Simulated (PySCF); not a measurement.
H3In. Atoms are numbered in the order given.

```xyz
4

In     0.0000     0.0000     0.0000
H      1.7306     0.0000     0.0000
H     -0.8653     1.4987     0.0000
H     -0.8653    -1.4987     0.0000
```

Geometry: B3LYP-D3(BJ)/def2-TZVPD. The def2 effective core potentials stand for the cores of In; spin–orbit coupling is left out.

These are B3LYP/def2-TZVPD run with PySCF values and carry that method's errors.

### Question
Estimate the frontier levels, gap, dipole moment and polarisability. (The exact figures need the calculation; the answer reports its results.)

### Answer

```json
{
 "highest_occupied_level": "-8.00 eV",
 "lowest_empty_level": "-2.21 eV",
 "orbital_gap": "5.79 eV",
 "dipole_moment": "0.00 D",
 "quadrupole, principal values (traceless, Buckingham form, about the centre of nuclear charge)": "-3.54, -3.54, 7.08 D·Å",
 "mean_static_polarisability": "42.4 bohr³ (6.28 Å³)",
 "polarisability_principal_values": "32.0, 47.6, 47.6 bohr³"
}
```
